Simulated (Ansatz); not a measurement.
Reaction (formal exchange of groups at the Si–Si bond): `C[Si](C)(O)[SiH3]` + `NC(O)O` → `C[Si](C)(N)O` + `OC(O)[SiH3]`

Calculated with Ansatz (gas phase, PBE0-D4/def2-TZVP geometries, no zero-point term in ΔE). CCSD(T)/CBS adds triple-zeta CCSD(T) − MP2 to the extrapolated MP2 energy (def2 sets, frozen cores). Functionals use def2-TZVPP. B3LYP here is the variant with VWN-RPA as its local correlation; programs differ in this. One conformer a species, not always the lowest.

`C[Si](C)(O)[SiH3]`:

Z-matrix (Å, degrees):
```
C
Si 1 1.862
H 1 1.092 2 111.0
H 1 1.094 2 110.2 3 119.8
H 1 1.093 2 111.0 3 -120.4
C 2 1.871 1 110.8 3 -179.3
O 2 1.661 1 105.2 3 -59.3
Si 2 2.356 1 111.0 3 59.4
H 6 1.094 2 110.7 1 -61.5
H 6 1.094 2 110.4 1 58.2
H 6 1.093 2 111.8 1 178.6
H 7 0.958 2 117.5 1 176.3
H 8 1.491 2 111.4 1 68.1
H 8 1.493 2 110.6 1 -172.6
H 8 1.490 2 111.8 1 -52.7
```

`NC(O)O`:

Cartesian coordinates in Å:
```
N -1.062 0.283 0.410
C 0.250 -0.185 0.082
O 1.013 0.972 -0.105
O 0.198 -0.986 -1.054
H -1.014 1.034 1.086
H -1.626 -0.468 0.784
H 0.718 -0.826 0.845
H 1.893 0.692 -0.370
H -0.370 -0.516 -1.679
```

`C[Si](C)(N)O`:

Z-matrix (Å, degrees):
```
C
Si 1 1.861
H 1 1.093 2 111.1
H 1 1.093 2 110.7 3 120.1
H 1 1.093 2 111.0 3 -120.5
C 2 1.866 1 111.6 3 56.7
N 2 1.720 1 114.7 3 -63.9
O 2 1.654 1 103.5 3 177.4
H 6 1.093 2 110.3 1 58.8
H 6 1.094 2 111.5 1 -60.9
H 6 1.093 2 111.4 1 178.4
H 7 1.006 2 120.6 1 102.5
H 7 1.007 2 121.9 1 -47.6
H 8 0.959 2 115.2 1 166.2
```

`OC(O)[SiH3]`:

Cartesian coordinates in Å:
```
O -0.326 -0.217 -1.578
C -0.150 0.516 -0.394
O 1.071 1.218 -0.382
Si -0.282 -0.716 1.061
H -0.322 0.401 -2.318
H -0.909 1.303 -0.303
H 1.787 0.574 -0.405
H -1.521 -1.528 0.982
H -0.263 0.049 2.335
H 0.915 -1.599 1.002
```

| level | ΔE (kJ/mol) | difference from CCSD(T)/CBS |
| --- | --- | --- |
| PBE-D4 | -53.6 | 18.8 |
| ωB97X-V | -65.9 | 6.5 |
| ωB97M-V | -75.1 | -2.7 |
| B2PLYP | -73.1 | -0.7 |
| PBE | -53.7 | 18.7 |
| r2SCAN | -64.6 | 7.8 |
| B3LYP | -70.3 | 2.1 |
| HF/def2-TZVPP | -73.5 | -1.1 |
| MP2/def2-TZVPP | -75.6 | -3.2 |
| SCS-MP2/def2-TZVPP | -75.6 | -3.2 |
| CCSD/def2-TZVPP | -69.5 | 2.9 |
| CCSD(T)/def2-TZVPP | -68.0 | 4.4 |
| MP2/def2-QZVPP | -78.6 | -6.2 |
| SCS-MP2/def2-QZVPP | -78.7 | -6.3 |
| MP2/CBS(def2) | -79.9 | -7.5 |
| CCSD/CBS(def2) | -73.9 | -1.5 |
| CCSD(T)/CBS | -72.4 | 0 |

Largest T1 diagnostic among the species: 0.012.
